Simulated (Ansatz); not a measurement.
One geometry of V₂S₃, several levels of theory.

```yaml
crystal:
  periodic: [false, false, false]
  atoms:
    - {symbol: V, position_ang: [-0.380856, -1.290086, -0.508688]}
    - {symbol: V, position_ang: [0.334596, -1.294370, 1.109464]}
    - {symbol: S, position_ang: [-0.824086, 1.146679, -0.325059]}
    - {symbol: S, position_ang: [0.446103, 0.516786, -1.800649]}
    - {symbol: S, position_ang: [0.424243, 0.920991, 1.524933]}
basis:
  gaussian: {orbitals: def2-TZVP, initial_orbitals: start.molden}
hamiltonian: {xc: pbe0, dispersion: d4}
scf: {omitted_lower_state_checks: [starts]}
output: {orbitals: {seedname: orbitals}}
```

The file start.molden holds the orbitals of an earlier run on this structure, at another level or in another basis.

```sh
$ ansatz run in.yaml --threads 4 --pin off --events-out ev --progress --plain --max-ram 4787MiB
```

Shortened log:

```
Functional definition: PBE0
1827 factors; their error is unknown
mean field evaluation 1: about -83805.2675 eV, gradient 2.1e2 eV
mean field evaluation 2: about -83828.8514 eV, gradient 3.1e1 eV
mean field evaluation 4: about -83857.1038 eV, gradient 1.2e1 eV
mean field evaluation 8: about -83857.9920 eV, gradient 1.5e-1 eV
mean field -83857.99207831 eV, -3081.7243678895 hartree, gradient 1.9e-5 eV, S^2 0.000000; 0 other end points of the search recorded, 0 dependent functions left out
reference -83857.99210843 eV, -3081.7243689962 hartree; 47, 47 occupied and 154, 154 virtual orbitals, 1827 factors
Total energy: -83858.26303683 eV, -3081.7343254312 hartree
Checks for a lower state left out: starts
```

Hardware: 4 threads of Arm Neoverse V2 on a shared host. Wall time 7.5 s, peak host memory 0.84 GiB.

First input, but with `hamiltonian: {xc: r2scan, dispersion: d4}` (abridged; 8 s):

```
Functional definition: r2SCAN
mean field -83878.33276259 eV, -3082.4718742492 hartree, gradient 1.4e-5 eV, S^2 0.000000
Total energy: -83878.39333371 eV, -3082.4741001969 hartree
Checks for a lower state left out: starts
```

The first input with `hamiltonian: {xc: pbe, dispersion: d4}`, `output: {forces: true, orbitals: {seedname: orbitals}}` (abridged; 3.3 s):

```
Functional definition: PBE
mean field -83857.36555581 eV, -3081.7013436120 hartree, gradient 1.8e-5 eV, S^2 0.000000
Total energy: -83857.68522127 eV, -3081.7130911013 hartree
Atom 0 force    -0.101280     0.235960    -0.276091 eV/Å
Atom 1 force     0.080732    -0.017570     0.189966 eV/Å
Atom 2 force     0.696042    -0.432609     0.067393 eV/Å
Atom 3 force    -0.374558     0.088419     0.423298 eV/Å
Atom 4 force    -0.300935     0.125800    -0.404566 eV/Å
Dipole moment:    -0.241974    -1.096639     0.087960 e Å
Checks for a lower state left out: starts
```

First input, but with `hamiltonian: {xc: {name: r2SCANh}, dispersion: d4}` (abridged; 10 s):

```
Functional definition: r2SCANh
mean field -83876.56595526 eV, -3082.4069452774 hartree, gradient 3.5e-5 eV, S^2 0.000000
Total energy: -83876.63512518 eV, -3082.4094872251 hartree
Checks for a lower state left out: starts
```

As the first input, with `hamiltonian: {xc: pbe}`, `correlation: {method: rpa}` and without the key `output` (abridged; 27 s):

```
Functional definition: PBE
mean field -83857.36554673 eV, -3081.7013432785 hartree, gradient 4.6e-6 eV, S^2 0.000000; unrestricted orbitals would lower it
mean field evaluation 16: about -83759.2227 eV, gradient 5.0e0 eV
mean field evaluation 32: about -83764.4567 eV, gradient 7.1e-3 eV
25 core orbitals not correlated: weight in the atoms' cores, before any rotation towards them, 1.000 or more for the frozen orbitals, at most 0.000 for the correlated occupied ones
Total energy: -83816.92883013 eV, -3080.2153213524 hartree
Checks for a lower state left out: starts
```

The first input with `gaussian: {orbitals: def2-SVP, initial_orbitals: start.molden}` (abridged; 2.7 s):

```
Functional definition: PBE0
mean field -83839.75387060 eV, -3081.0541261183 hartree, gradient 1.7e-5 eV, S^2 0.000000
Total energy: -83840.02484122 eV, -3081.0640841048 hartree
Checks for a lower state left out: starts
```

As the first input, with `hamiltonian: {xc: {name: CAM-B3LYP}, dispersion: d4}` (abridged; 16 s):

```
Functional definition: CAM-B3LYP
mean field -83882.68832263 eV, -3082.6319381282 hartree, gradient 1.8e-5 eV, S^2 0.000000
Total energy: -83882.97522725 eV, -3082.6424816785 hartree
Checks for a lower state left out: starts
```

Geometry: PBE-D4/def2-SVP.

Correlated methods freeze 25 core orbitals; core or outer-core shells of V are correlated, in sets that lack core-valence functions. The restricted singlet is unstable towards broken spin symmetry at other levels; at PBE0-D4/def2-TZVP, r2SCAN-D4/def2-TZVP, r2SCANh-D4/def2-TZVP, PBE0-D4/def2-SVP and others this wasn't settled. At PBE-D4/def2-TZVP, RPA@PBE/def2-TZVP the restricted singlet (for correlated methods, its reference) is unstable: a solution with broken spin symmetry lies lower. No other spin state of charge 0 was run. The geometry of the singlet was relaxed on an unsound state (restricted singlet, unstable towards broken spin symmetry at other levels and untested here). Another isomer (singlet) lies 4.15 eV lower at PBE0-D4/def2-TZVP; other spin states weren't run for this one.
